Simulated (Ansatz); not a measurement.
C2H5GaOS (`O=CC[S][GaH2]`). The species carries charge 0 and has multiplicity 1. Correlated methods include outer-core shells of Ga, which these sets cover unevenly. Scalar relativity is left out up to krypton.

```xyz
10

O     0.429    1.238   -0.098
C    -0.008    0.593   -1.034
C    -0.492   -0.799   -0.943
S    -0.400   -1.557    0.686
Ga    0.482    0.279    1.761
H    -0.049    1.077   -2.022
H    -1.522   -0.787   -1.328
H     0.080   -1.370   -1.688
H     2.019    0.204    2.063
H    -0.538    1.122    2.602
```

Task: Give the diagnostics of a CCSD(T)/def2-TZVPP run (frozen core, the Gaussian-basis code of Ansatz). (An estimate is asked.)

Result: Computed: T1 = 0.0152, largest single amplitude 0.040, largest double 0.057, (T) share of the correlation energy 4.3 %, 11 CCSD cycles. The RHF solution is stable towards an unrestricted one. T1 lies under the customary mark of 0.02 for closed shells.
